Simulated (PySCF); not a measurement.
# Frontier levels across methods

Species: C2H7O2PSi.
Numbering: `[CH3:1][C:2](=[O:3])[O:4][SiH2:5][PH2:6]` (hydrogens: H7, H8, H9 on C1; H10, H11 on Si5; H12, H13 on P6)

Cartesian coordinates in Å at the PBE0-D3(BJ)/def2-SVP level; atoms count from 1:
```
atom  x, y, z in Å
C1     2.5057    0.4983   -0.0982
C2     1.3018   -0.3725    0.0800
O3     1.3179   -1.5489    0.3433
O4     0.1485    0.2931   -0.0803
Si5   -1.2965   -0.6207    0.1165
P6    -2.8895    0.8967   -0.3740
H7     2.4685    0.9855   -1.0832
H8     3.4187   -0.0989    0.0004
H9     2.4930    1.2979    0.6573
H10   -1.3616   -1.1455    1.5073
H11   -1.3585   -1.7160   -0.8884
H12   -2.8486    1.5013    0.9205
H13   -3.9335   -0.0122   -0.0107
```

Basis pcSseg-1 throughout (PySCF), one geometry. One conformer (not necessarily the lowest) at the PBE0-D3(BJ)/def2-SVP geometry, without solvent, vibrations or thermal averaging.

Question: How do the orbital energies, the gap and the dipole change with the method?

Answer: 
| method | kind | HOMO (eV) | LUMO (eV) | gap (eV) | μ (D) | SCF cycles |
| --- | --- | --- | --- | --- | --- | --- |
| BLYP | GGA | -6.37 | -1.03 | 5.33 | 1.33 | 15 |
| OPBE | GGA | -6.48 | -1.06 | 5.42 | 1.27 | 16 |
| PBE | GGA | -6.51 | -1.16 | 5.34 | 1.31 | 15 |
| B97-D | GGA | -6.52 | -1.09 | 5.43 | 1.33 | 15 |
| KT3 | GGA | -6.62 | -1.08 | 5.54 | 1.31 | 15 |
| KT2 | GGA | -6.62 | -1.10 | 5.52 | 1.34 | 15 |
| BP86 | GGA | -6.63 | -1.27 | 5.36 | 1.32 | 15 |
| LDA | LDA | -6.64 | -1.41 | 5.23 | 1.35 | 14 |
| B3LYP | global hybrid | -7.51 | -0.31 | 7.20 | 1.35 | 14 |
| B97-2 | global hybrid | -7.52 | -0.13 | 7.39 | 1.34 | 14 |
| PBE0 | global hybrid | -7.75 | -0.05 | 7.70 | 1.34 | 14 |
| mPW1PW91 | global hybrid | -7.78 | -0.08 | 7.70 | 1.34 | 14 |
| BHandHLYP | global hybrid | -8.74 | 1.11 | 9.85 | 1.40 | 13 |
| CAM-B3LYP | range-separated hybrid | -9.00 | 1.17 | 10.17 | 1.34 | 14 |
| wB97X-D | range-separated hybrid | -9.59 | 1.80 | 11.39 | 1.33 | 14 |
| HF | Hartree–Fock | -10.31 | 3.45 | 13.76 | 1.48 | 11 |
| LC-wPBE | range-separated hybrid | -10.38 | 2.34 | 12.72 | 1.30 | 14 |

The HOMO spans 4.01 eV, from BLYP down to LC-wPBE, and the gap runs from 5.23 eV (LDA) to 13.76 eV (HF). Over the methods BLYP (0 %), OPBE (0 %), PBE (0 %), B97-D (0 %), KT3 (0 %), KT2 (0 %), BP86 (0 %), LDA (0 %), B3LYP (20 %), B97-2 (21 %), PBE0 (25 %), mPW1PW91 (25 %), BHandHLYP (50 %), HF (100 %), a straight line through the gap against the share of exact exchange rises by 0.85 eV for each 10 % (correlation coefficient 0.999). The dipole ranges from 1.27 D (OPBE) to 1.48 D (HF). This basis has no diffuse functions.
